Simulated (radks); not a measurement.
The sulfur anion S2-, [Ar], held by a Watson sphere: a shell of charge +2 at radius R that stands for the Madelung well of a crystal (potential energy -2/R inside, -2/r outside, in hartree with lengths in bohr). All-electron calculation, non-relativistic Kohn-Sham, LB94 model potential, spin-polarised, spherical densities, point nucleus. Program: a radial shooting solver on a logarithmic mesh with Libxc functionals. Response by self-consistent Sternheimer equations with the Hartree and adiabatic LDA kernel. The sphere does not respond.

| R (bohr) | e(2p) (eV) | e(3s) (eV) | e(3p) (eV) | <r> 3p (bohr) | sum of <r^2> (bohr^2) | X-ray form factor at sin(theta)/lambda = 0.1 1/angstrom | alpha (bohr^3) |
|---|---|---|---|---|---|---|---|
| 2.36 | -168.10 | -21.395 | -11.936 | 2.165 | 42.87 | 15.387 | 28.45 |
| 2.87 | -167.42 | -19.818 | -10.578 | 2.277 | 47.11 | 15.207 | 37.71 |
| 3.61 | -166.23 | -17.978 | -8.827 | 2.406 | 52.41 | 15.018 | 55.11 |
| 4.15 | -165.37 | -16.902 | -7.748 | 2.477 | 55.72 | 14.924 | 70.78 |
| 4.22 | -165.26 | -16.775 | -7.619 | 2.486 | 56.12 | 14.914 | 72.99 |
